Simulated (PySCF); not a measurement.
Spin states and ions at one geometry of Bi2OF4

PySCF 2.14.0, RKS BP86, Bi def2-SVP with ECP60, O def2-SVP, F def2-SVP; non-relativistic Hamiltonian with scalar-relativistic core potentials where named; density fitting; no spin-orbit coupling; singlets restricted, open shells unrestricted. The geometry is relaxed for charge 0, singlet, vacuum:

```xyz
7

Bi    0.5851    0.0000    1.9885
Bi    0.5851    0.0000   -1.9885
O     1.2265    0.0000    0.0000
F    -0.7953    1.5152    1.9426
F    -0.7953   -1.5152    1.9426
F    -0.7953    1.5152   -1.9426
F    -0.7953   -1.5152   -1.9426
```

Energies count from the relaxed state; an electron taken off or put on is at rest in vacuum. Charges and spins are Mulliken's.

**Question.** Order these states by energy, lowest first.
A. charge -1, doublet, vacuum
B. charge 0, triplet, vacuum
C. charge +1, doublet, vacuum
D. charge 0, singlet, vacuum

**Answer.** A (-0.15 eV), D (0.00 eV), B (4.76 eV), C (10.08 eV).

**Question.** How do charge and spin on the first atom follow?

**Answer.** 
| state | spin squared | charge on Bi1 (e) | spin on Bi1 (e) | dipole about the centre of mass (D) |
| --- | --- | --- | --- | --- |
| charge 0, singlet, vacuum | 0.00 | 1.15 | 0.00 | 6.68 |
| charge 0, triplet, vacuum | 2.00 | 0.99 | 0.60 | 6.07 |
| charge +1, doublet, vacuum | 0.75 | 1.40 | 0.09 | 5.79 |
| charge -1, doublet, vacuum | 0.75 | 0.72 | 0.48 | 6.50 |

With an electron taken off (doublet) the charges change, summed by element, by Bi +0.50 e, O +0.07 e, F +0.43 e. The vertical ionisation energy is 10.08 eV, against −ε(HOMO) = 7.42 eV of the relaxed state. The level lies 2.7 eV too high, as is usual for semilocal functionals and global hybrids, which keep a self-interaction error.

With an electron put on (doublet) the charges change, summed by element, by Bi -0.87 e, O +0.07 e, F -0.20 e. The vertical electron affinity is 0.15 eV, against −ε(LUMO) = 2.51 eV of the relaxed state. The basis has no diffuse functions, which an added electron needs. The added electron's level lies above zero.

Open shells may have lower solutions than those found.
